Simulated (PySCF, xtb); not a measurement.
C4H9NSi, SMILES [SiH2]1C([C@H](C)N1)=C.

GFN2-xTB (xtb 6.7.1) at its own geometry gives an orbital gap of 3.91 eV and a dipole moment of 0.80 D.

The structure is a stationary point at ωB97X-D3(BJ)/def2-SVP. The structure was generated by enumeration; whether it is a known compound was not checked.

Task: What does PBE/def2-TZVP run with PySCF give? (An estimate is asked for; the answer gives what the named calculation found.)

Result: gap 4.02 eV (levels -5.35 and -1.32 eV), dipole 0.96 D.
